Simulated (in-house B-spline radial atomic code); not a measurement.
**RPA and G0W0 on TPSS: Mn7+**

Configuration [Ne] 3s2 3p6, mean-field start TPSS. Computed with an all-electron radial atomic-structure program (B-spline basis): all electrons, non-relativistic, point nucleus, each spin shell either full or empty, empty states to l = 9 with an (l + 1/2)⁻⁴ tail; G0W0 by contour deformation at full frequency.

Command:
```bash
python run_gw.py task.json out
```
Settings (radii: box in bohr, nucleus in fm):
```
Z                        25
electrons                18
configuration            [Ne] 3s2 3p6
hamiltonian              nr
method                   tpss,tpss
lmax                     9
spin_polarised           False
box_radius               8.41
intervals                48
```

Time taken, with all properties: 1.5 s on 1 thread of Intel(R) Xeon(R) Platinum 8488C, on a shared host.

Energies (hartree):

```tsv
term	value
mean-field total	-1136.40544
Hartree-Fock functional on these orbitals	-1135.55438
direct second order	-1.4345
second-order exchange	0.47646
SOSEX correction	0.43494
```

Problem. What is the RPA correlation energy, and what remains with SOSEX?

Solution. RPA gives -1.2539 hartree (-1.9 eV per electron); RPA + SOSEX gives -0.81893, and the second-order doubles -0.95808 hartree (no singles). SOSEX takes back 35 % of the RPA value.

Quasi-particle levels (eV):

```tsv
level	occupied	mean field	Σx - vxc	Σc	QP weight	G0W0
3p	yes	-183.01	-12.33	?	?	?
2p	yes	-776.53	-47.52	11.53	0.896	-812.53
3d	no	-132.17	15.39	-3.38	0.971	-120.16
```

G0W0 = mean field + (Σx - vxc) + Σc, with Σc (partial-wave tail included) taken at the quasi-particle energy. Only the outer levels were computed. Levels of low weight are left out.

Problem. Where does G0W0 put 3p?

Solution. At -195.64 eV, with Σc = -0.30 eV and a quasi-particle weight of 0.957. The tabulated removal energy is 195.5 ± 0.3 eV (NIST, semi-empirical); the calculation leaves out relativity, Breit and QED terms, and what these don't explain is the method's own error.
